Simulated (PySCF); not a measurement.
# Vibration and rotation of CoO

CAM-B3LYP constants of CoO, ⁴Δ (quartet), unpaired electrons π ↑↑, δ ↑ (basis Co def2-TZVPP, O def2-TZVPP; no relativity; PySCF 2.14; masses 58.9332 and 15.9949 u):

| Quantity | Value |
| --- | --- |
| ωe | 934.5 cm⁻¹ |
| ωexe | 4.32 cm⁻¹ |
| Be | 0.51746 cm⁻¹ |
| αe | 0.00340 cm⁻¹ |
| D (centrifugal) | 6.35e-07 cm⁻¹ |

Problem. Give the vibrational terms G(v) and spacings up to v = 6.

Solution. G(v) = ωe(v+½) − ωexe(v+½)².

```json
{"v": "0", "G(v) (cm⁻¹)": "466", "G(v) − G(v−1)": "", "Bv (cm⁻¹)": "0.5158"}
{"v": "1", "G(v) (cm⁻¹)": "1392", "G(v) − G(v−1)": "926", "Bv (cm⁻¹)": "0.5124"}
{"v": "2", "G(v) (cm⁻¹)": "2309", "G(v) − G(v−1)": "917", "Bv (cm⁻¹)": "0.5090"}
{"v": "3", "G(v) (cm⁻¹)": "3218", "G(v) − G(v−1)": "909", "Bv (cm⁻¹)": "0.5056"}
{"v": "4", "G(v) (cm⁻¹)": "4118", "G(v) − G(v−1)": "900", "Bv (cm⁻¹)": "0.5022"}
{"v": "5", "G(v) (cm⁻¹)": "5009", "G(v) − G(v−1)": "891", "Bv (cm⁻¹)": "0.4988"}
{"v": "6", "G(v) (cm⁻¹)": "5892", "G(v) − G(v−1)": "883", "Bv (cm⁻¹)": "0.4954"}
```

De is left out where the level can put another filling of the metal’s s and d shells below the measured ground configuration, by anything from nothing to about 1 eV. The state is the lowest single determinant that the PBE0 search found; with open d or f shells the true ground state can be another one.
